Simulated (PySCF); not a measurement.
Static response to an electric field

Compound: AsMe2H, C2H7As.
Cartesian coordinates in Å at the PBE0-D3(BJ)/def2-SVP level; atoms count from 1:
```xyz
10
C2H7As angstrom
As    -0.3026   -0.5174    1.0043
C      1.3792   -0.5760   -0.0185
H      1.9815    0.3059    0.2447
H      1.2062   -0.5828   -1.1038
H      1.9468   -1.4741    0.2641
C     -1.1819    0.9140   -0.0233
H     -2.2488    0.9486    0.2399
H     -1.0813    0.7695   -1.1083
H     -0.7297    1.8770    0.2554
H     -0.9695   -1.6646    0.2456
```

Level: CAM-B3LYP/def2-SVPD (PySCF), static field, nuclei fixed, core orbitals frozen in the response. The polarisability tensor in these axes (au):

```
x   63.68 -4.41 -1.59
y   -4.41 58.63 -2.79
z   -1.59 -2.79 55.14
```

Task: Give the principal values, the mean and the anisotropy Δα = √{½[(α1 − α2)² + (α2 − α3)² + (α1 − α3)²]}.

Result: Principal values 52.37, 58.85 and 66.24 au; mean 59.15 au = 8.77 Å³ = 9.75 × 10⁻⁴⁰ C²·m²/J; Δα = 12.02 au (20 % of the mean).

Task: What is the dipole moment, and where does it point?

Result: (0.23, 0.38, -0.90) D, 1.00 D in size, pointing from the negative to the positive side. Measured along this direction, the outermost atoms are As1 and H10 at the negative end and H8 and H4 at the positive end.

Task: What would n − 1 = 2πNα be for an ideal gas of these molecules at 273.15 K and 1 atm, electronic part alone?

Result: N = p/kT = 2.6868 × 10¹⁹ cm⁻³, so n − 1 = 2π × N × 8.77 × 10⁻²⁴ cm³ = 1480 × 10⁻⁶ at long wavelengths, for an ideal gas.

Task: Sum over states: ᾱ = Σ f/ω², ω in Eh. What share falls to these 10 lowest TDDFT singlets (eV, f)? 6.20, 0.0557; 6.38, 0.1024; 7.01, 0.1671; 7.62, 0.0367; 8.16, 0.0261; 8.47, 0.0375; 8.49, 0.0095; 8.58, 0.0442; 8.64, 0.0330; 8.70, 0.0577.

Result: They add up to 8.04 au, 13.6 % of the 59.15 au; the largest single term is 2.52 au, from the state at 7.01 eV. Terms in order: 1.07, 1.86, 2.52, 0.47, 0.29, 0.39, 0.10, 0.44, 0.33, 0.56 au. Higher excitations give the rest. The strengths listed sum to 0.570.

Task: Along which axes do the principal values lie, and how far do the nuclei extend along each?

Result: Largest value along (0.86, -0.50, 0.00), where the nuclei span 4.84 Å; middle along (-0.38, -0.65, 0.65), 2.43 Å; least along (0.33, 0.57, 0.76), 2.09 Å. The response follows the extents in order.

Isolated species at its PBE0-D3(BJ)/def2-SVP geometry, gas phase. The calculation is non-relativistic, for arsenic too.
